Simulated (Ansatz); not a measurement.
Pulling the pair apart

The pair of Ag⁺ (SMILES [Ag+], atom 1) and CH₄S (SMILES CS, atoms 2–7), both closed shells, in one local arrangement (a lower one may exist), relaxed at PBE0-D4/def2-TZVP:

```
7
angstrom
Ag -0.2710 -0.1930 -2.6871
C 0.4495 0.2706 0.6497
S -1.0173 0.1157 -0.4050
H 0.1118 0.2230 1.6840
H 0.8692 1.2560 0.4526
H 1.1820 -0.5045 0.4434
H -1.3242 -1.1679 -0.1374
```

CH₄S is shifted rigidly along the line between the mean atom positions of the two fragments (negative: closer). Counterpoise interaction energies in kJ/mol. Computed with Ansatz 0.2.0 (basis: def2-TZVPPD); correlated methods freeze the cores. Filled d shells of the heavier atoms are correlated. Core potentials replace the inner electrons of the atoms past krypton. B3LYP uses VWN-RPA correlation.

| shift (Å) | PBE-D4 | PBE0-D4 | B3LYP-D4 |
| --- | --- | --- | --- |
| -0.24 | -204.6 | -175.0 | -172.8 |
| -0.12 | -218.3 | -190.7 | -191.0 |
| 0.00 | -220.8 | -194.9 | -197.1 |
| 0.12 | -216.5 | -191.6 | -195.5 |
| 0.29 | -204.0 | -179.9 | -185.7 |
| 0.61 | -174.5 | -150.5 | -159.1 |
| 1.21 | -122.2 | -96.4 | -106.0 |
| 2.42 | -73.3 | -41.3 | -50.5 |

Question: What does CCSD(T) give at these shifts? (Judge from chemistry; the value comes from the calculation.)

Answer: Computed: -136.8, -155.8, -162.5, -161.3, -151.7, -124.2, -74.1, -26.6 kJ/mol. For zero shift, CCSD(T) at an estimated basis limit (MP2 extrapolated from triple and quadruple zeta, plus CCSD(T) − MP2 in triple zeta) gives -182.7 kJ/mol. These are counterpoise interaction energies, counted from the two frozen fragments.

No T1 diagnostic of these runs exceeds 0.015.

For scale, one of the runs: CCSD(T)/def2-TZVPPD, 212 basis functions, launched by `ansatz run in.yaml --threads 4 --pin off --events-out ev --progress --plain --max-ram 9574MiB`. Time: 2.2 min of wall clock on 4 CPU threads of an Arm Neoverse V1; the host was shared. Peak host memory: 3.3 GiB.
